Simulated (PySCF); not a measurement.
A PySCF script (with the pyscf-properties extension) for the NMR shieldings of `B(OBC)(N)NC1CC1`, C$_{4}$H$_{12}$B$_{2}$N$_{2}$O, on a GFN2-xTB geometry:

```python
import basis_set_exchange as bse
import numpy as np
from pyscf import gto, dft
from pyscf.prop import nmr

atoms = """
C     3.323715    0.541741    0.715400
B     2.607458    1.221666   -0.542063
O     1.483379    0.781089   -1.046952
B     0.468009   -0.124118   -0.951266
N     0.513358   -1.293580   -1.740964
N    -0.618499    0.180088   -0.093388
C    -1.822516   -0.544694    0.122307
C    -3.157888    0.145282    0.057446
C    -2.616178   -0.335296    1.376948
H     3.508550    1.268725    1.503756
H     4.296402    0.143801    0.432399
H     2.740223   -0.273272    1.137782
H     3.102901    2.165889   -1.057902
H    -0.243778   -1.942618   -1.835035
H     1.279570   -1.475306   -2.361838
H    -0.592077    1.059733    0.398054
H    -1.765649   -1.552961   -0.266482
H    -3.168400    1.209060   -0.124060
H    -3.994603   -0.379986   -0.376057
H    -2.267714    0.408231    2.077855
H    -3.085181   -1.186532    1.845970
"""
names = dict.fromkeys(["C", "B", "O", "N", "H"], "pcSseg-1")
basis = {el: gto.basis.parse(bse.get_basis(n, elements=[el], fmt="nwchem")) for el, n in names.items()}
mol = gto.M(atom=atoms, basis=basis, charge=0, verbose=0)
mf = dft.RKS(mol, xc="PBE0")
mf.grids.level = 2
mf.grids.alignment = dft.numint.BLKSIZE   # the property module wants whole blocks of grid points
mf.conv_tol = 1e-9
mf.kernel()

calc = nmr.RKS(mf)   # GIAO
C = mf.mo_coeff
Co = C[:, mf.mo_occ > 0]
resp = mf.gen_response(singlet=True, hermi=2)
def vind(x):   # induced exchange potential for any number of trial vectors
    d = np.einsum("pi,xij,qj->xpq", C, 2 * x.reshape(-1, C.shape[1], Co.shape[1]), Co, optimize=True)
    return np.einsum("xpq,pi,qj->xij", resp(d - d.transpose(0, 2, 1)), C, Co, optimize=True).ravel()
mo1, _ = nmr.rhf.solve_mo1(calc, with_cphf=vind)
sigma = calc.kernel(mo1)
for i, s in enumerate(sigma):   # ppm
    w = np.linalg.eigvalsh((s + s.T) / 2)
    print("%2d %-2s iso %8.1f  s11 %8.1f  s22 %8.1f  s33 %8.1f" % (i, mol.atom_pure_symbol(i), w.mean(), *w))
```

Question: Give the expected output.

Answer: 
```
 0 C  iso    177.4  s11    159.3  s22    177.6  s33    195.2
 1 B  iso     55.0  s11      5.7  s22     56.5  s33    102.7
 2 O  iso     98.3  s11    -24.5  s22     59.6  s33    259.8
 3 B  iso     80.8  s11     53.4  s22     88.8  s33    100.0
 4 N  iso    219.6  s11    190.7  s22    215.4  s33    252.6
 5 N  iso    186.2  s11    162.7  s22    176.1  s33    219.8
 6 C  iso    157.9  s11    119.0  s22    145.6  s33    209.1
 7 C  iso    177.7  s11    144.5  s22    173.9  s33    214.7
 8 C  iso    178.3  s11    146.2  s22    174.5  s33    214.2
 9 H  iso     31.3  s11     27.7  s22     29.1  s33     36.9
10 H  iso     31.3  s11     27.7  s22     29.0  s33     37.2
11 H  iso     31.5  s11     27.3  s22     31.6  s33     35.6
12 H  iso     26.3  s11     24.6  s22     25.5  s33     28.7
13 H  iso     29.7  s11     22.6  s22     29.0  s33     37.6
14 H  iso     29.8  s11     23.5  s22     26.6  s33     39.4
15 H  iso     30.8  s11     22.5  s22     32.9  s33     37.1
16 H  iso     29.7  s11     22.4  s22     30.5  s33     36.1
17 H  iso     31.6  s11     26.4  s22     29.2  s33     39.2
18 H  iso     31.2  s11     25.5  s22     26.9  s33     41.1
19 H  iso     31.6  s11     26.5  s22     29.1  s33     39.2
20 H  iso     31.0  s11     25.3  s22     26.8  s33     41.0
```

These numbers come from an equivalent density-fitted implementation of the same equations, which agrees with the script to about 0.01 ppm for H and up to a few tenths of a ppm for heavy atoms, so last digits may differ.

Size and cost of the density-fitted run: 213 basis functions, 71 s wall time on 1 thread of an Arm Neoverse N1, shared host; peak memory 1.1 GiB.
